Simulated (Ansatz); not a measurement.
A geometry relaxed with Ansatz (an electronic-structure program) with B3LYP-D3(BJ)/def2-SVP, charge 0, multiplicity 1:

```xyz
18

H      2.2570    -1.2331    -1.1779
H     -1.1007     0.0362     2.9377
O      1.2207     0.5716    -0.9552
H     -1.2617     3.2190    -0.3510
H     -0.0351    -2.9977    -0.2345
H     -2.2774    -2.1541     0.1228
H      1.1757    -0.7455     2.6648
H     -3.0225     1.5898     0.0282
Si    -1.0048    -1.9305    -0.6272
Si    -0.1838     0.2202    -0.0946
H     -1.2794    -2.0561    -2.0898
Si    -1.7512     1.8557    -0.7096
H      2.8170    -0.1912     0.1631
H      0.7081     1.6333     2.6569
H      3.1616     0.2679    -1.5297
C      2.4077    -0.1821    -0.8652
H     -2.0242     1.8010    -2.1757
Si     0.1930     0.2958     2.2369
```

**Question.** Write the SMILES of this molecule.

**Answer.** `CO[Si]([SiH3])([SiH3])[SiH3]`
